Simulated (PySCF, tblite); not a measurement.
Compound: C2H5BClN.
Bonds: C1–C2, C2–N3 (triple), N3–B4, B4–Cl5. Hydrogens: H6, H7, H8 on C1; H9, H10 on B4.
Bond orders are those of one Lewis drawing.

Computed with GFN2-xTB (tblite), gas phase: Langevin dynamics at 600 K from the optimised GFN2-xTB geometry, time step 0.5 fs, friction 0.01 fs⁻¹, 2000 steps. Over the second half of the run the saved frames average 669 K.

Frame at 250 fs, instantaneous temperature 617 K:
```
atom  x, y, z in Å
C1     -1.972    0.299   -0.472
C2     -0.757   -0.068    0.105
N3      0.397   -0.250    0.158
B4      1.941   -0.332   -0.134
Cl5     2.405    1.375    0.404
H6     -1.781    1.308   -0.898
H7     -2.474   -0.491   -1.030
H8     -2.639    0.479    0.392
H9      2.528   -1.152    0.424
H10     1.735   -0.559   -1.226
```

Frame at 425 fs, instantaneous temperature 734 K:
```
atom  x, y, z in Å
C1     -2.044    0.199   -0.420
C2     -0.668   -0.152   -0.200
N3      0.402   -0.343    0.095
B4      2.012   -0.506    0.181
Cl5     2.495    1.041    0.933
H6     -2.220    0.771    0.431
H7     -2.174    0.817   -1.312
H8     -2.769   -0.588   -0.431
H9      2.403   -1.380    0.750
H10     2.140   -0.464   -0.968
```

Frame at 625 fs, instantaneous temperature 753 K:
```
atom  x, y, z in Å
C1     -1.921    0.038   -0.105
C2     -0.454   -0.446   -0.125
N3      0.615   -0.771    0.083
B4      2.117   -0.890    0.505
Cl5     2.390    0.609    1.245
H6     -2.133    0.553   -1.025
H7     -2.509   -0.900   -0.110
H8     -2.108    0.749    0.647
H9      2.284   -1.837    1.132
H10     2.894   -1.020   -0.411
```

Frame at 800 fs, instantaneous temperature 607 K:
```
atom  x, y, z in Å
C1     -2.147   -0.036   -0.330
C2     -0.817   -0.173    0.139
N3      0.225   -0.157    0.611
B4      1.613   -0.343    1.291
Cl5     2.419    1.334    1.457
H6     -2.847   -0.101    0.589
H7     -2.344    0.980   -0.633
H8     -2.436   -0.726   -1.134
H9      1.430   -0.853    2.415
H10     2.136   -1.050    0.538
```

Frame at 1000 fs, instantaneous temperature 874 K:
```
atom  x, y, z in Å
C1     -2.558    0.439   -0.877
C2     -1.351    0.368   -0.026
N3     -0.570    0.115    0.753
B4      0.659    0.178    1.586
Cl5     0.914    2.023    1.778
H6     -2.803   -0.554   -1.059
H7     -3.327    1.286   -0.543
H8     -2.238    0.777   -1.909
H9      0.530   -0.187    2.734
H10     1.632   -0.415    1.008
```

Question: What do single points at PBE0/def2-SVPD (PySCF, gas phase, TDDFT, vertical, frozen core in the response) give on these frames?

Answer: 
| t (fs) | GFN2-xTB E above start (eV) | DFT E above lowest frame (eV) | HOMO (eV) | LUMO (eV) | dipole (D) | S1 (eV) | f(S1) |
| --- | --- | --- | --- | --- | --- | --- | --- |
| 250 | 0.70 | 0.63 | -7.24 | -1.52 | 7.64 | 4.71 | 0.029 |
| 425 | 0.52 | 0.42 | -7.02 | -0.74 | 8.18 | 5.12 | 0.006 |
| 625 | 0.71 | 0.63 | -6.63 | -1.14 | 7.91 | 4.35 | 0.011 |
| 800 | 0.33 | 0.00 | -7.00 | -1.21 | 8.96 | 4.62 | 0.000 |
| 1000 | 0.69 | 0.50 | -6.89 | -1.45 | 8.55 | 4.28 | 0.009 |

Both levels order the frames alike by energy; measured from each level's lowest frame they differ by 0.26 eV at most. The HOMO–LUMO gap runs from 5.44 to 6.28 eV. These are instantaneous structures, not minima.

What follows is the cost of the whole dynamics run. Hardware: Intel Xeon 6975P-C, one thread, on a shared host. Cost: 6.3 s of wall time, 0.18 GiB resident at most.
